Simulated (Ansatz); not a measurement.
```xyz
12

C    -1.4214   -0.7910   -0.9910
C    -0.7107    0.0443   -0.2438
S     0.0818    1.5097   -0.9209
C    -0.2586   -0.0996    1.1586
Ga    1.7047    0.2711    0.8288
H    -1.8242   -1.6945   -0.5477
H    -1.6121   -0.6188   -2.0425
H     0.3353    1.0523   -2.1579
H    -0.6340    0.7153    1.7860
H    -0.5586   -1.0524    1.5941
H     2.4314    1.4064    1.6341
H     2.4664   -0.7427   -0.0980
```

Total charge 0; spin multiplicity 1.

Question: List the B3LYP/def2-TZVPP orbital energies in eV (Ansatz 0.2.0). (Estimate.)

Answer: The calculation gave: Occupied: -10137.17, -2418.94, -1248.95, -1106.19, -1106.09, -1106.09, -278.31, -276.86, -276.66, -216.93, -161.49, -161.39, -161.29, -148.98, -102.42, -102.16, -102.14, -23.10, -22.26, -22.09, -22.08, -21.97, -21.96, -19.97, -18.88, -14.89, -13.27, -12.57, -12.03, -11.17, -10.80, -9.64, -9.02, -7.91, -7.63, -6.65. Lowest empty: -0.83, -0.83, 0.16, 0.65, 1.15, 1.66, 2.18, 2.44.

B3LYP here is the variant with VWN-RPA as its local correlation; programs differ in this.
